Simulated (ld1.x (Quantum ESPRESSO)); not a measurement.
**Plane-wave convergence, PAW potential for germanium (Ge)**

Ge (Z = 32), PAW, made with ld1.x (Quantum ESPRESSO) 7.5 (PBE, non-relativistic). Core [Ar], reference 3d10 4s1.5 4p2.5. Waves: 4s (bound): rcut 1.70, rcutus 1.95 bohr; 4s channel at 3.85 Ry: rcut 1.70, rcutus 1.95 bohr; 4p (bound): rcut 2.30, rcutus 2.60 bohr; 4p channel at 0.25 Ry: rcut 2.30, rcutus 2.60 bohr; 3d (bound): rcut 0.60, rcutus 0.70 bohr; 3d channel at -0.7 Ry: rcut 0.60, rcutus 0.70 bohr. Local part: all-electron potential smoothed inside 2.05 bohr (lloc = -1). Core correction: a·sin(br)/r model core, default radius (ld1.x builds one for every PAW set, though the input has nlcc=.false.). Augmentation charge: PSQ, inside the norm-conserving radii.

The pseudo-atom Hamiltonian at the reference potential is diagonalised in spherical Bessel functions j_l(qr) that vanish at 20 bohr, with q² up to the cutoff. All-electron valence levels (Ry): 4s -0.8718, 4p -0.3139, 3d -2.2780.

Problem. How do the lowest levels (Ry) of each channel move with the cutoff, and are there ghosts?

Solution.

```
cutoff (Ry)     s #1     s #2     p #1     d #1    f #1    f #2  Σ f·Δε (mRy)
          8  -0.8711  -0.0342  -0.3124   0.0505  0.1086  0.2310       23289.8
         25  -0.8718  -0.0345  -0.3139   0.0443  0.1086  0.2310       23222.7
         50  -0.8718  -0.0345  -0.3139  -0.0530  0.1086  0.2310       22249.8
        100  -0.8718  -0.0345  -0.3139  -1.3546  0.1086  0.2310        9233.2
        180  -0.8718  -0.0345  -0.3139  -2.2520  0.1086  0.2310         259.9
        400  -0.8718  -0.0345  -0.3139  -2.2780  0.1086  0.2310           0.0
```

Result: no extra level below or beside the all-electron valence levels (s, p, d, f tested); 10 mRy is reached at over 300 Ry and 1 mRy at over 300 Ry.
